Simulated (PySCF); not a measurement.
Compound: C₅H₈FN.
Numbering: `[H]/[N:3]=[C:2]([CH3:1])/[C:4]([CH3:5])=[CH:6]\[F:7]` (hydrogens: H8, H9, H10 on C1; H11 on N3; H12, H13, H14 on C5; H15 on C6)

The geometry is computed with GFN2-xTB (gas phase).

Problem. Give the optimised bond lengths and angles.

Solution. 
| bond | length (Å) |
| --- | --- |
| C1–C2 | 1.501 |
| C2=N3 | 1.266 |
| C2–C4 | 1.474 |
| C4–C5 | 1.498 |
| C4=C6 | 1.331 |
| C6–F7 | 1.343 |
| C1–H8, C1–H9, C1–H10 | 1.089 |
| N3–H11 | 1.018 |
| C5–H12, C5–H13, C5–H14 | 1.087 |
| C6–H15 | 1.081 |

Bonds in one row agree within 0.01 Å and their mean is given. A selection of angles:
| angle | degrees |
| --- | --- |
| C2–C1–H8 | 110.3 |
| H8–C1–H9 | 109.0 |
| H8–C1–H10 | 107.8 |
| C1–C2–N3 | 125.0 |
| C1–C2–C4 | 118.9 |
| N3–C2–C4 | 116.1 |
| C2–N3–H11 | 114.7 |
| C2–C4–C5 | 115.6 |
| C2–C4–C6 | 125.6 |
| C5–C4–C6 | 118.8 |
| C4–C5–H12 | 111.4 |
| C4–C5–H13 | 109.4 |
| H12–C5–H13 | 109.7 |
| H13–C5–H14 | 107.1 |
| C4–C6–F7 | 125.5 |
| C4–C6–H15 | 123.6 |
| F7–C6–H15 | 110.9 |

Torsions: C1–C2–C4–C5 180° (antiperiplanar); C2–C4–C6–F7 0° (synperiplanar); H11–N3–C2–C1 0° (synperiplanar).

Of the pairs four or more bonds apart, C1···F7 is among the closest relative to their van der Waals radii: 2.74 Å, 87 % of the sum of Bondi's values. The 7 heavy atoms lie in one plane (0.001 Å rms). The C–C distances run from 1.331 Å (C4=C6, drawn double) to 1.501 Å (C1–C2, drawn single), a spread of 0.170 Å.

Point group: Cs (every atom within 0.08 Å of its image). No GFN2-xTB frequencies stand behind this structure, so it isn't proved a minimum. The numbers are those of one conformer.
